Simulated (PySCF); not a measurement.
## A search over the determinants of ZrH

Unrestricted PBE0; Zr def2-TZVPPD with ECP28, H def2-TZVPPD; scalar-relativistic core potentials (PySCF 2.14). Outer shells of the fragments: Zr 4d2 5s2; H 1s1.

Followed along the bond (rough minima from three points):

| 2Ms+1 | unpaired | ⟨S²⟩ at the start | R at minimum (Å) | Te (eV) |
| --- | --- | --- | --- | --- |
| 4 | σ ↑, π ↑, δ ↑ | 3.76 | 1.86 | 0.00 |
| 4 | σ ↑, π ↑, δ ↑ | 3.75 | 1.86 | 0.01 |
| 4 | σ ↑, δ ↑↑ | 3.75 | 1.87 | 0.16 |
| 2 | δ ↑ | 0.80 | 1.82 | 0.34 |
| 2 | π ↑ | 1.41 | 1.82 | 0.37 |
| 4 | σ ↑, π ↑↑ | 3.76 | 1.85 | 0.38 |

Solutions found at the starting distance of 1.725 Å, counted from the lowest of them; the search is not exhaustive and high or unbound solutions are not listed, so other states can lie among these:

| 2Ms+1 | unpaired | term | E (eV) | ⟨S²⟩ | ⟨Lz²⟩ | μ (D) |
| --- | --- | --- | --- | --- | --- | --- |
| 4 | σ ↑, π ↑, δ ↑ | mixed | 0.00 | 3.76 | 4.95 | -2.20 |
| 4 | σ ↑, π ↑, δ ↑ | mixed | 0.02 | 3.75 | 4.95 | -2.07 |
| 4 | σ ↑, δ ↑↑ | ⁴Σ⁻ | 0.18 | 3.75 | 0.00 | -2.71 |
| 2 | δ ↑ | ²Δ | 0.30 | 0.80 | 4.01 | -1.35 |
| 2 | π ↑ | mixed | 0.32 | 1.41 | 2.73 | -2.13 |
| 4 | σ ↑, π ↑↑ | ⁴Σ⁻ | 0.35 | 3.76 | 0.00 | -1.75 |
| 2 | σ ↑, π ↓, δ ↑ | mixed | 0.56 | 1.75 | 5.00 | -2.49 |
| 2 | σ ↓, π ↑, δ ↑ | mixed | 0.73 | 1.73 | 5.07 | -2.08 |
| 2 | σ ↓, π ↑↑ | mixed | 0.79 | 1.75 | 0.00 | -2.38 |
| 2 | σ ↑, π ↑, δ ↓ | mixed | 0.84 | 1.75 | 5.10 | -1.66 |
| 2 | σ ↑, δ ↑↓ | mixed | 0.85 | 1.75 | 8.02 | -2.15 |
| 2 | σ ↑, π ↑↓ | mixed | 0.87 | 1.76 | 2.19 | -1.92 |
| 2 | σ ↑, π ↑, δ ↓ | mixed | 0.88 | 1.75 | 5.08 | -1.75 |
| 4 | π ↑↑, δ ↑ | ⁴Δ | 1.01 | 3.77 | 4.00 | -2.82 |

A term symbol is given only where ⟨S²⟩ and ⟨Lz²⟩ are close to those of a pure state; real π, δ and φ orbitals otherwise mix terms. A positive dipole means Zr(−)H(+).

Spin–orbit coupling is left out. The state is the lowest single determinant that the PBE0 search found; with open d or f shells the true ground state can be another one.
